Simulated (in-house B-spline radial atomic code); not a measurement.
Atomic self-consistent-field run: Xe²⁺ (with a hole in an inner shell). Level of theory: Dirac-Kohn-Sham PBE, spherical fractional occupations, Fermi nucleus of rms radius 4.7859 fm; calculated with a radial B-spline atomic code at the basis-set limit.

In the input, a minus or plus after the letter marks the j = l - 1/2 or j = l + 1/2 subshell.

Command:
```bash
python run_scf.py task.json out
```
Settings (nuclear radius in fm, mass in u):
```
Z                54
configuration    1s2 2s2 2p6 3s2 3p6 3d10 4s2 4p6 4d-3 4d+6 5s2 5p5
hamiltonian      dirac
method           pbe,pbe
spin_polarised   False
nucleus          fermi
rms_radius       4.7859
atomic_mass      131.90416
speed_of_light   137.035999084
```

Output (hartree, bohr):
```
 radial grid: 79 intervals, B-splines of order 8, outer radius 53.7037 bohr

 iter        energy (Eh)    residual
    1       -7439.589667    5.34e-01
    2       -7442.717699    3.85e-01
    3       -7446.508954    5.48e-02
    4       -7446.610906    1.38e-02
    5       -7446.613827    4.96e-03
    6       -7446.614648    1.61e-03
    7       -7446.614704    6.44e-05
    8       -7446.614704    1.49e-05
    9       -7446.614704    1.65e-07

 total energy                     -7446.61470
 kinetic                            7911.0804
 electron-nucleus                 -18051.5970
 Hartree                            2879.9053
 exchange-correlation               -186.0034

 first-order corrections (not in the total)
   Gaunt                             6.4458
   retardation                      -0.6669
   frequency dependence             -0.0636
   self-energy                       4.3952
   Uehling                          -0.6094
   Wichmann-Kroll                    0.0144
   recoil                            0.0208

 orbital      occ     eigenvalue          <r>       <r^2>       <1/r>       r_max    small
 1s1/2      2.000     -1263.3111    0.0266567 0.000963801     58.1095     0.01715  3.96e-02
 2s1/2      2.000      -197.5606     0.114172   0.0154323     13.5892      0.0971  8.50e-03
 2p1/2      2.000      -185.6862    0.0962048   0.0113913     13.5718     0.07439  8.53e-03
 2p3/2      4.000      -173.7566     0.101991   0.0126726     12.4729     0.07927  8.08e-03
 3s1/2      2.000       -41.3389     0.306001    0.107147     4.86027      0.2791  2.54e-03
 3p1/2      2.000       -36.4039     0.296092    0.101893      4.7713      0.2656  2.48e-03
 3p3/2      4.000       -34.1365     0.307738    0.109848      4.5001      0.2764  2.36e-03
 3d3/2      4.000       -25.4559      0.27858   0.0918497      4.3569      0.2241  2.24e-03
 3d5/2      6.000       -24.9765     0.282253   0.0941431     4.28733      0.2272  2.20e-03
 4s1/2      2.000        -8.3444     0.712918    0.573729      1.9787      0.6599  7.47e-04
 4p1/2      2.000        -6.5880     0.740365    0.623759     1.87287      0.6751  6.86e-04
 4p3/2      4.000        -6.1281      0.76726    0.669705     1.78596      0.6988  6.48e-04
 4d3/2      3.000        -3.2747     0.853368    0.847194      1.5548      0.7375  5.12e-04
 4d5/2      6.000        -3.1986     0.863404    0.867174     1.53328      0.7455  5.02e-04
 5s1/2      2.000        -1.5323      1.73877     3.39365    0.758065       1.567  1.55e-04
 5p1/2      1.667        -1.0854      1.96842     4.37634    0.662575       1.737  1.21e-04
 5p3/2      3.333        -1.0230      2.04401     4.71739     0.63428       1.803  1.13e-04
```

Cost of the run: 1.2 s on 1 thread of Intel(R) Xeon(R) 6975P-C, with other jobs on the host.

For the Dirac Hamiltonian the kinetic term is c α·p + (β - 1)c².
